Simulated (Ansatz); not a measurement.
Geometry optimisation, RKS B3LYP/def2-SVP (Ansatz).

Input file:

```yaml
crystal:
  periodic: [false, false, false]
  atoms:
    - { symbol: B, position_ang: [-1.15071, 0.68643, -0.78179] }
    - { symbol: Ge, position_ang: [0.51235, 0.12328, 0.17814] }
    - { symbol: O, position_ang: [0.2429, -1.53762, 0.71635] }
    - { symbol: H, position_ang: [-2.04734, -0.04807, -0.89164] }
    - { symbol: H, position_ang: [-1.24113, 1.75321, -1.24198] }
    - { symbol: H, position_ang: [0.91856, 0.896, 1.42554] }
    - { symbol: H, position_ang: [1.8186, 0.0928, -0.60307] }
    - { symbol: H, position_ang: [0.94676, -1.96603, 1.19846] }
basis:
  gaussian: { orbitals: def2-SVP }
hamiltonian:
  xc: b3lyp
relax:
  f_tol: 0.015
  max_steps: 40
```

Launched with:

```bash
$ ansatz run input.yaml --threads 1 --pin off --max-ram 2048MiB --backend cpu --events-out ev --progress --plain --runs-dir out
```

**Question.** Where does it end, and by what steps?

**Answer.** It converged. After 5 steps the energy has fallen by 0.171 eV; O3 moved furthest, 0.11 Å.

```
step  energy less start (eV)  largest force component (eV/Å)  accepted
   0                  0.0000                           0.948       yes
   1                 -0.1517                           0.316       yes
   2                 -0.1667                           0.163       yes
   3                 -0.1693                           0.133       yes
   4                 -0.1707                           0.038       yes
   5                 -0.1709                           0.005       yes
```

```xyz
8
Properties=species:S:1:pos:R:3
B -1.152 0.699 -0.788
Ge 0.532 0.062 0.212
O 0.262 -1.632 0.762
H -2.110 -0.016 -0.931
H -1.184 1.815 -1.242
H 0.838 0.957 1.447
H 1.791 0.107 -0.701
H 1.021 -1.991 1.241
```

Run time: 19 s on 1 thread of Intel(R) Xeon(R) 6975P-C (Granite Rapids), on a shared host, peak memory 0.18 GiB.
